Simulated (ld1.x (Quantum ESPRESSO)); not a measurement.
# How hard is this aluminium TM potential?

* Element: aluminium
* Generator: ld1.x (Quantum ESPRESSO) 7.5
* Type: norm-conserving Troullier–Martins (Kleinman–Bylander form)
* Functional: PBE
* Relativity: scalar-relativistic
* Frozen core: [He]
* Valence charge: 11
* Reference configuration: 2s2 2p6 3s1 3p0 (charge +2)
* Partial waves: 2p (bound): rc 0.85 bohr; 2s (bound): rc 0.70 bohr
* Local potential: the s channel
* Core correction: none

Occupied shells without a wave of their own: 3s. They enter only through the test configuration that unscreens the potential.

The pseudo-atom Hamiltonian at the reference potential is diagonalised in spherical Bessel functions j_l(qr) that vanish at 20 bohr, with q² up to the cutoff. All-electron valence levels (Ry): 2p -6.6341, 3p -1.2644, 2s -9.4642, 3s -1.7454.

Q: How do the lowest levels (Ry) of each channel move with the cutoff, and are there ghosts?

A:

| cutoff (Ry) | p #1 | p #2 | p #3 | s #1 | s #2 | d #1 | f #1 | f #2 | Σ f·Δε (mRy) |
| --- | --- | --- | --- | --- | --- | --- | --- | --- | --- |
| 8 | -2.1099 | -0.7016 | -0.3257 | -7.1449 | -1.4142 | -0.6820 | -0.2910 | -0.1640 | 32122.4 |
| 15 | -2.7374 | -0.8278 | -0.3652 | -8.5170 | -1.6045 | -0.6931 | -0.2911 | -0.1641 | 25423.3 |
| 25 | -3.3976 | -0.9293 | -0.3966 | -9.1791 | -1.7111 | -0.6986 | -0.2911 | -0.1641 | 20031.5 |
| 35 | -3.9766 | -1.0044 | -0.4198 | -9.2992 | -1.7381 | -0.7007 | -0.2911 | -0.1641 | 16290.0 |
| 50 | -4.6533 | -1.0798 | -0.4431 | -9.3081 | -1.7416 | -0.7019 | -0.2911 | -0.1641 | 12208.8 |
| 70 | -5.3844 | -1.1516 | -0.4652 | -9.3457 | -1.7432 | -0.7024 | -0.2911 | -0.1641 | 7744.9 |
| 100 | -6.1615 | -1.2218 | -0.4866 | -9.4162 | -1.7487 | -0.7025 | -0.2911 | -0.1641 | 2936.3 |
| 140 | -6.5357 | -1.2540 | -0.4964 | -9.4555 | -1.7527 | -0.7025 | -0.2911 | -0.1641 | 608.3 |
| 180 | -6.6231 | -1.2615 | -0.4987 | -9.4593 | -1.7533 | -0.7025 | -0.2911 | -0.1641 | 75.9 |
| 260 | -6.6328 | -1.2623 | -0.4989 | -9.4616 | -1.7534 | -0.7025 | -0.2911 | -0.1641 | 12.8 |
| 400 | -6.6340 | -1.2624 | -0.4990 | -9.4642 | -1.7536 | -0.7025 | -0.2911 | -0.1641 | 0.0 |

Result: no extra level below or beside the all-electron valence levels (p, s, d, f tested); 10 mRy is reached at 300 Ry and 1 mRy at over 300 Ry.
